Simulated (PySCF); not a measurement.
Geometry:
| atom | x (Å) | y (Å) | z (Å) |
| --- | --- | --- | --- |
| O1 | 2.768 | -1.777 | -1.294 |
| C2 | 2.116 | -0.964 | -0.781 |
| C3 | 1.400 | -0.016 | -0.254 |
| C4 | 1.915 | 0.763 | 0.921 |
| F5 | 1.514 | 0.199 | 2.119 |
| C6 | -0.024 | 0.220 | -0.710 |
| C7 | -1.038 | -0.376 | 0.274 |
| C8 | -2.467 | -0.083 | -0.157 |
| F9 | -2.739 | -0.683 | -1.364 |
| H10 | 1.508 | 1.779 | 0.915 |
| H11 | 3.008 | 0.788 | 0.948 |
| H12 | -0.175 | -0.227 | -1.694 |
| H13 | -0.186 | 1.298 | -0.795 |
| H14 | -0.888 | 0.039 | 1.271 |
| H15 | -0.895 | -1.456 | 0.330 |
| H16 | -3.189 | -0.484 | 0.561 |
| H17 | -2.635 | 0.990 | -0.299 |

Geometry: GFN2-xTB; GIAO shifts from PySCF, gas phase, non-relativistic, averaged over equivalent atoms.

At PBE0/pcSseg-1 (193 basis functions, 23 s wall time on 1 thread of an Arm Neoverse V2, shared host):
```
  atoms  δ (ppm)
     O1    385.0
     C2    202.1
     C4     88.8
     C8     86.8
     C7     39.7
     C3     33.3
     C6     30.7
     F5   -217.5
     F9   -252.8
H10/H11     5.48
H16/H17     4.81
H12/H13     2.35
H14/H15     1.98
```

Referencing at the same level of theory: H2O for $^{17}$O (σref 336.08); TMS for $^{13}$C (σref 186.93), $^{1}$H (σref 31.72); $^{19}$F (σref 170.95) vs CFCl3.

Q: Predict the values at BHandHLYP/def2-SVPD on the same geometry.

A: 
```json
{"atoms": "O1", "δ at BHandHLYP/def2-SVPD": "348.0", "change": "-37.0"}
{"atoms": "C2", "δ at BHandHLYP/def2-SVPD": "191.7", "change": "-10.4"}
{"atoms": "C4", "δ at BHandHLYP/def2-SVPD": "80.3", "change": "-8.5"}
{"atoms": "C8", "δ at BHandHLYP/def2-SVPD": "79.1", "change": "-7.7"}
{"atoms": "C7", "δ at BHandHLYP/def2-SVPD": "36.4", "change": "-3.3"}
{"atoms": "C3", "δ at BHandHLYP/def2-SVPD": "29.8", "change": "-3.5"}
{"atoms": "C6", "δ at BHandHLYP/def2-SVPD": "26.6", "change": "-4.1"}
{"atoms": "F5", "δ at BHandHLYP/def2-SVPD": "-184.3", "change": "+33.2"}
{"atoms": "F9", "δ at BHandHLYP/def2-SVPD": "-215.8", "change": "+37.0"}
{"atoms": "H10/H11", "δ at BHandHLYP/def2-SVPD": "5.20", "change": "-0.28"}
{"atoms": "H16/H17", "δ at BHandHLYP/def2-SVPD": "4.61", "change": "-0.20"}
{"atoms": "H12/H13", "δ at BHandHLYP/def2-SVPD": "2.26", "change": "-0.09"}
{"atoms": "H14/H15", "δ at BHandHLYP/def2-SVPD": "1.99", "change": "+0.01"}
```

References, each an isolated molecule treated in the same way: H2O for $^{17}$O (σ = 337.34 ppm); $^{13}$C (σ = 194.06 ppm), $^{1}$H (σ = 32.08 ppm) against TMS; CFCl3 for $^{19}$F (σ = 224.58 ppm).

The largest change is at F9 (fluorine on an sp3 carbon). Cost: 253 basis functions, 47 s wall time on 1 thread of an Arm Neoverse V2, shared host. The order of the carbon signals is the same at both levels.

Unscaled 19F shifts against computed CFCl3 carry errors that often reach 10 to 50 ppm. Unscaled 17O shifts of doubly bonded oxygen tend to come out too high, by tens of ppm or more. Experimental scales use liquid or dissolved standards, which lie at an offset from isolated H2O (liquid H2O: subtract about 36 ppm).
